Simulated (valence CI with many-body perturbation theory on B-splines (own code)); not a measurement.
**Dy60+: electric-dipole lines**

Computed by valence CI with perturbative core correlation (CI+MBPT): four valence electrons over a frozen Dirac-Fock core [He], a basis of 11 s, 11 p, 9 d, 7 f, 5 g, 2 h, 1 i functions for each j, with the one-electron correlation potential Σ1 (screened to all orders), the two-electron term Σ2, the three-electron term Σ3, Breit, model QED; selected single and double excitations, second order for the rest (own B-spline code, finite nucleus).

The last digits are not significant, and no measured levels were compared; by estimate large intervals hold to a few tenths of a per cent, small ones and those within an open d or f shell to about a per cent. Among the levels kept, up to 290 cm⁻¹ of a level comes from second order outside the variational space, and about a tenth of that is noise between levels of different J, which matters for small intervals.

Lines 201 to 250 of 250 in falling wavelength, among levels below 701.65 Ry, chosen from the strongest by gf and those to the six lowest levels. Wavelengths and rates use the calculated energies. Electric multipoles are in the length gauge, E1 and E2 with the static RPA response of the core. Weak lines are less certain than strong ones. Lines between different terms over intervals too small for the method are left out, as are lines whose strength nearly cancels. The highest levels of a list are the least certain.

Levels are named by their leading jj configuration (3d3/2^4 stands for four electrons in 3d with j = 3/2), which in mixed levels can hold well under half, so a name can repeat and another be missing. Letters in brackets count levels of one name in rising energy.

| λ vac (nm) | Upper | Lower | A (s⁻¹) | log gf | Branch % |
| --- | --- | --- | --- | --- | --- |
| 0.1483 | (2s 2p1/2 2p3/2 3d3/2) J=1 [d] | (2s 2p1/2^2 2p3/2) J=1 | 7.39e+14 | -0.14 | 57.1 |
| 0.1483 | (2s 2p1/2 2p3/2 3d3/2) J=3 [b] | (2s 2p1/2^2 2p3/2) J=2 | 8.80e+14 | 0.31 | 93.9 |
| 0.1482 | (2s 2p1/2 2p3/2 3d3/2) J=2 [d] | (2s 2p1/2^2 2p3/2) J=1 | 9.30e+14 | 0.19 | 82.3 |
| 0.1481 | (2s 2p1/2 2p3/2 3p1/2) J=1 [c] | (2s^2 2p1/2 2p3/2) J=2 | 1.49e+14 | -0.83 | 79.4 |
| 0.1481 | (2s 2p1/2 2p3/2 3d3/2) J=0 [b] | (2s 2p1/2^2 2p3/2) J=1 | 1.08e+15 | -0.45 | 73.0 |
| 0.1481 | (2s 2p1/2 2p3/2 3d5/2) J=2 [b] | (2s 2p1/2^2 2p3/2) J=1 | 1.35e+14 | -0.65 | 14.9 |
| 0.1481 | (2s 2p1/2 2p3/2 3d3/2) J=2 [b] | (2s 2p1/2^2 2p3/2) J=2 | 6.71e+14 | 0.04 | 78.4 |
| 0.1479 | (2s 2p1/2 2p3/2 3d3/2) J=1 [b] | (2s 2p1/2^2 2p3/2) J=2 | 6.84e+14 | -0.17 | 85.2 |
| 0.1479 | (2s 2p1/2 2p3/2 3d5/2) J=1 [b] | (2s 2p1/2^2 2p3/2) J=1 | 2.00e+14 | -0.71 | 19.7 |
| 0.1478 | (2s 2p1/2 2p3/2 3p1/2) J=1 [c] | (2s^2 2p1/2 2p3/2) J=1 | 3.09e+13 | -1.52 | 16.4 |
| 0.1477 | (2s^2 2p1/2 3d3/2) J=1 | (2s^2 2p1/2^2) J=0 | 1.10e+15 | 0.03 | 86.5 |
| 0.1477 | (2s^2 2p3/2 3d3/2) J=2 | (2s^2 2p1/2 2p3/2) J=2 | 3.98e+14 | -0.19 | 45.1 |
| 0.1477 | (2s 2p1/2 2p3/2 3d5/2) J=2 [a] | (2s 2p1/2^2 2p3/2) J=2 | 1.77e+12 | -2.54 | 0.3 |
| 0.1476 | (2s^2 2p3/2 3d3/2) J=3 | (2s^2 2p1/2 2p3/2) J=2 | 8.43e+14 | 0.28 | 99.2 |
| 0.1475 | (2s 2p1/2 2p3/2 3d5/2) J=3 [a] | (2s 2p1/2^2 2p3/2) J=2 | 3.51e+13 | -1.10 | 2.6 |
| 0.1475 | (2s^2 2p3/2 3d3/2) J=1 | (2s^2 2p1/2 2p3/2) J=2 | 1.43e+14 | -0.85 | 13.3 |
| 0.1475 | (2s 2p1/2 2p3/2 3d5/2) J=1 [a] | (2s 2p1/2^2 2p3/2) J=2 | 2.98e+12 | -2.54 | 0.5 |
| 0.1474 | (2s^2 2p3/2 3d3/2) J=2 | (2s^2 2p1/2 2p3/2) J=1 | 4.16e+14 | -0.17 | 47.2 |
| 0.1474 | (2s 2p1/2 2p3/2 3d3/2) J=2 [c] | (2s 2p1/2^2 2p3/2) J=2 | 3.29e+12 | -2.27 | 1.3 |
| 0.1473 | (2s 2p1/2 2p3/2 3d3/2) J=3 [c] | (2s 2p1/2^2 2p3/2) J=2 | 1.43e+13 | -1.49 | 44.2 |
| 0.1472 | (2s^2 2p3/2 3d3/2) J=1 | (2s^2 2p1/2 2p3/2) J=1 | 6.73e+14 | -0.18 | 62.4 |
| 0.1471 | (2s^2 2p3/2 3d3/2) J=0 | (2s^2 2p1/2 2p3/2) J=1 | 8.24e+14 | -0.57 | 99.9 |
| 0.1470 | (2s 2p1/2 2p3/2 3d5/2) J=3 [b] | (2s 2p1/2^2 2p3/2) J=2 | 4.19e+12 | -2.02 | 0.4 |
| 0.1465 | (2s^2 2p3/2 3d5/2) J=2 | (2s^2 2p1/2 2p3/2) J=2 | 3.69e+12 | -2.23 | 0.5 |
| 0.1463 | (2s 2p1/2 2p3/2 3p3/2) J=3 [a] | (2s^2 2p1/2 2p3/2) J=2 | 3.91e+13 | -1.06 | 5.8 |
| 0.1462 | (2s^2 2p3/2 3d5/2) J=2 | (2s^2 2p1/2 2p3/2) J=1 | 1.40e+12 | -2.65 | 0.2 |
| 0.1462 | (2s 2p1/2 2p3/2 3p3/2) J=1 [a] | (2s^2 2p1/2 2p3/2) J=2 | 8.68e+12 | -2.08 | 3.1 |
| 0.1461 | (2p1/2^2 2p3/2 3s) J=2 | (2s^2 2p1/2 2p3/2) J=2 | 1.25e+13 | -1.70 | 8.5 |
| 0.1459 | (2s 2p1/2 2p3/2 3p3/2) J=1 [a] | (2s^2 2p1/2 2p3/2) J=1 | 1.79e+14 | -0.77 | 63.7 |
| 0.1458 | (2p1/2^2 2p3/2 3s) J=1 | (2s^2 2p1/2 2p3/2) J=2 | 7.59e+13 | -1.14 | 34.8 |
| 0.1458 | (2s 2p1/2 2p3/2 3p3/2) J=2 [a] | (2s^2 2p1/2 2p3/2) J=2 | 8.07e+13 | -0.89 | 40.7 |
| 0.1458 | (2p1/2^2 2p3/2 3s) J=2 | (2s^2 2p1/2 2p3/2) J=1 | 8.74e+13 | -0.86 | 59.3 |
| 0.1457 | (2s^2 2p3/2 3d5/2) J=1 | (2s^2 2p1/2 2p3/2) J=1 | 5.13e+12 | -2.31 | 0.5 |
| 0.1455 | (2p1/2^2 2p3/2 3s) J=1 | (2s^2 2p1/2 2p3/2) J=1 | 4.36e+13 | -1.38 | 20.0 |
| 0.1455 | (2s 2p1/2 2p3/2 3p3/2) J=2 [a] | (2s^2 2p1/2 2p3/2) J=1 | 9.86e+13 | -0.81 | 49.7 |
| 0.1453 | (2s 2p1/2 2p3/2 3p3/2) J=0 [a] | (2s^2 2p1/2 2p3/2) J=1 | 3.57e+14 | -0.95 | 99.3 |
| 0.1453 | (2s 2p1/2 2p3/2 3p3/2) J=2 [b] | (2s^2 2p1/2 2p3/2) J=2 | 1.15e+14 | -0.74 | 83.3 |
| 0.1452 | (2s 2p1/2 2p3/2 3p3/2) J=3 [b] | (2s^2 2p1/2 2p3/2) J=2 | 2.00e+14 | -0.35 | 93.3 |
| 0.1451 | (2s 2p1/2^2 3p3/2) J=1 | (2s^2 2p1/2^2) J=0 | 3.47e+14 | -0.48 | 99.5 |
| 0.1450 | (2s 2p1/2 2p3/2 3p3/2) J=1 [b] | (2s^2 2p1/2 2p3/2) J=2 | 2.58e+14 | -0.61 | 85.0 |
| 0.1450 | (2s 2p1/2 2p3/2 3p3/2) J=2 [b] | (2s^2 2p1/2 2p3/2) J=1 | 9.90e+12 | -1.81 | 7.2 |
| 0.1447 | (2s 2p1/2 2p3/2 3p3/2) J=1 [b] | (2s^2 2p1/2 2p3/2) J=1 | 9.33e+12 | -2.06 | 3.1 |
| 0.1444 | (2s 2p1/2 2p3/2 3p3/2) J=2 [c] | (2s^2 2p1/2 2p3/2) J=2 | 1.43e+13 | -1.65 | 7.4 |
| 0.1444 | (2s 2p1/2 2p3/2 3p3/2) J=3 [c] | (2s^2 2p1/2 2p3/2) J=2 | 1.34e+14 | -0.53 | 90.7 |
| 0.1442 | (2s 2p1/2 2p3/2 3p3/2) J=2 [d] | (2s^2 2p1/2 2p3/2) J=2 | 1.43e+14 | -0.65 | 93.6 |
| 0.1441 | (2s 2p1/2 2p3/2 3p3/2) J=1 [c] | (2s^2 2p1/2 2p3/2) J=2 | 4.06e+13 | -1.42 | 24.5 |
| 0.1441 | (2s 2p1/2 2p3/2 3p3/2) J=2 [c] | (2s^2 2p1/2 2p3/2) J=1 | 1.70e+14 | -0.58 | 87.8 |
| 0.1439 | (2s 2p1/2 2p3/2 3p3/2) J=2 [d] | (2s^2 2p1/2 2p3/2) J=1 | 2.00e+12 | -2.51 | 1.3 |
| 0.1438 | (2s 2p1/2 2p3/2 3p3/2) J=1 [c] | (2s^2 2p1/2 2p3/2) J=1 | 1.14e+14 | -0.98 | 68.7 |
| 0.1438 | (2s 2p1/2 2p3/2 3p3/2) J=1 [d] | (2s^2 2p1/2 2p3/2) J=1 | 8.43e+12 | -2.11 | 40.2 |
